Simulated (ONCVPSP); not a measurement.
# Debugging a pseudopotential input (carbon (C), ONCVPSP 4.0.1)

Command:

```bash
oncvpspnr.x < C.dat > C.out
```

Input:

```
# ATOM AND REFERENCE CONFIGURATION
# atsym  z   nc   nv     iexc    psfile
  C 6.00    1    2  -001012      upf
#
#   n    l    f
    1    0    2.00
    2    0    2.00
    2    1    2.00
#
# PSEUDOPOTENTIAL AND OPTIMIZATION
# lmax
    1
#
#   l,   rc,      ep,       ncon, nbas, qcut
    0    1.00    0.00    4    9    6.40
    1    1.85    0.00    3    8    8.90
#
# LOCAL POTENTIAL
# lloc, lpopt,  rc(5),   dvloc0
    4    5    0.65   -8.00
#
# VANDERBILT-KLEINMAN-BYLANDER PROJECTORs
# l, nproj, debl
    0    2    2.50
    1    2    3.60
#
# MODEL CORE CHARGE
# icmod, fcfact, rcfact
    3    4.75    1.70
#
# LOG DERIVATIVE ANALYSIS
# epsh1, epsh2, depsh
   -2.00    5.00    0.02
#
# OUTPUT GRID
# rlmax, drl
    6.00    0.01
#
# TEST CONFIGURATIONS
# ncnf
    4
# nvcnf
#   n    l    f
    2
    2    0    2.00
    2    1    1.00
#
    2
    2    0    2.00
    2    1    0.00
#
    2
    2    0    1.00
    2    1    0.00
#
    2
    2    0    0.00
    2    1    4.00
#
```

This is an input that runs to its end, with one change: dvloc0 set to -8.00 Ha.

How does the run end?

The program runs through. Ghost flags: none; the largest excitation error among the 4 tests with output is 116 meV, as for the unchanged input. (oncvpspnr.x prints a scalar-relativistic banner.)

```
   2   0  2.0000   -0.94041773   -0.94026035    1.57D-04
   2   1  1.0000   -0.62928317   -0.62825080    1.03D-03

    Total energies and differences
      AE_ref= -3.74243616D+01  AE_tst= -3.70205444D+01  dif=  4.04D-01
      PS_ref= -5.39042936D+00  PS_tst= -4.98696657D+00  dif=  4.03D-01
      PSP excitation error=  3.54D-04

Test configuration 2

   n   l     f        eae           eps        diff
   1   0  2.0000  -11.23965187
   2   0  2.0000   -1.47555020   -1.47387803    1.67D-03

    Total energies and differences
      AE_ref= -3.74243616D+01  AE_tst= -3.61289398D+01  dif=  1.30D+00
      PS_ref= -5.39042936D+00  PS_tst= -4.09802881D+00  dif=  1.29D+00
      PSP excitation error=  3.02D-03

Test configuration 3

   n   l     f        eae           eps        diff
   1   0  2.0000  -12.08992297
   2   0  1.0000   -2.05207395   -2.05207904   -5.08D-06

    Total energies and differences
      AE_ref= -3.74243616D+01  AE_tst= -3.43669939D+01  dif=  3.06D+00
      PS_ref= -5.39042936D+00  PS_tst= -2.33731596D+00  dif=  3.05D+00
      PSP excitation error=  4.25D-03

Test configuration 4

   n   l     f        eae           eps        diff
   1   0  2.0000  -10.00586792
   2   1  4.0000   -0.22714438   -0.22762940   -4.85D-04

    Total energies and differences
      AE_ref= -3.74243616D+01  AE_tst= -3.68185019D+01  dif=  6.06D-01
      PS_ref= -5.39042936D+00  PS_tst= -4.78536757D+00  dif=  6.05D-01
      PSP excitation error=  7.98D-04
```
